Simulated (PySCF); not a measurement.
**Correlation energy of P⁺ (phosphorus, charge +1)**

[Ne] 3s2 3p2, high-spin 3P determinant. Calculation: PySCF 2.14, in aug-cc-pVDZ-DK; scalar relativity by spin-free X2C-1e. Frozen: [Ne]; 4 electrons correlated.

MP2 pair energies summed by pair of shells (mhartree):

| pair | energy | share (%) |
| --- | --- | --- |
| 3s-3p | -30.25 | 60.2 |
| 3s-3s | -14.63 | 29.1 |
| 3p-3p | -5.38 | 10.7 |

Total MP2 correlation energy: -50.26 mhartree.

Same-spin part -8.37 and opposite-spin part -41.89 mhartree; SCS-MP2 scales them by 1/3 and 6/5 to -53.05 mhartree.

```
  level  correlation energy (mhartree)
   CCSD                         -70.96
    (T)                          -1.04
CCSD(T)                         -72.00
```

Diagnostics: T1 = 0.0085, D1 = 0.0232, largest double amplitude 0.104.

Cost of the coupled-cluster step: 0.1 s of wall time on 1 thread of Intel(R) Xeon(R) 6975P-C (shared host), for 4 correlated electrons.
